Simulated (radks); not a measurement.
Question: The mean radii <r> (bohr) of the occupied orbitals of an atom or ion are listed with their occupations. Calculated with a radial shooting solver on a logarithmic mesh with Libxc functionals: scalar-relativistic Kohn-Sham, LB94 model potential, spin-unpolarised, spherical densities, finite nucleus; Fermi nuclear charge, rms radius of each element as measured or else 0.836 A^(1/3) + 0.57 fm.

| orbital | occ. | <r> |
|---|---|---|
| 1s | 2 | 0.04141 |
| 2s | 2 | 0.1830 |
| 2p | 6 | 0.1595 |
| 3s | 2 | 0.5315 |
| 3p | 6 | 0.5410 |
| 3d | 10 | 0.5518 |
| 4s | 2 | 1.549 |
| 4p | 6 | 1.923 |

Name the element and its charge.

Answer: Z = 36, krypton, charge 0: Kr in [Kr]. The 1s radius gives Z: for a bare nucleus <r> = (2 gamma + 1)/(2Z) with gamma = sqrt(1 - (Z/c)^2), 0.04069 bohr for Z = 36, and screening makes it slightly larger (0.04141 here). The occupations add up to 36, and the charge is Z minus that.
